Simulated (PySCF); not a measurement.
Molecule: `[F][GeH2][C@H](F)[GeH3]`, CH6F2Ge2.

Geometry:
| atom | x (Å) | y (Å) | z (Å) |
| --- | --- | --- | --- |
| F1 | 1.464 | -0.631 | -1.683 |
| Ge2 | 1.566 | -0.578 | 0.064 |
| C3 | 0.070 | 0.574 | 0.607 |
| F4 | -0.164 | 0.325 | 1.956 |
| Ge5 | -1.583 | 0.234 | -0.429 |
| H6 | 2.954 | -0.011 | 0.402 |
| H7 | 1.353 | -2.010 | 0.575 |
| H8 | 0.350 | 1.635 | 0.492 |
| H9 | -1.432 | 0.819 | -1.840 |
| H10 | -2.745 | 0.913 | 0.314 |
| H11 | -1.827 | -1.282 | -0.498 |

Geometry PBE0-D3(BJ)/def2-SVP throughout; GIAO in PySCF 2.14, gas phase, one conformer, non-relativistic; equivalent atoms averaged; functional PBE0.

For orientation, def2-SVP gives these shifts δ (against CFCl3, GeMe4, TMS at the same level): F4 -268.7, F1 -212.1, Ge2 -13.1, Ge5 -222.8, C3 77.1, H7 5.36, H6 5.63, H8 5.30, H9/H10/H11 4.20 ppm.

A run gave: F4 -172.8, F1 -265.4, Ge2 29.2, Ge5 -121.2, C3 43.6, H7 2.56, H6 2.39, H8 2.13, H9/H10/H11 1.90 ppm (shifts δ (against CFCl3, GeMe4, TMS at the same level)).

Problem. Which basis set was used in that run?
A. 6-31G
B. def2-TZVP
C. 6-31G*
D. STO-3G
E. cc-pVDZ

Solution. D. F4 tells them apart best: STO-3G gives -172.8, 6-31G gives -292.6, cc-pVDZ gives -274.1, 6-31G* gives -276.0, def2-TZVP gives -288.9 ppm.
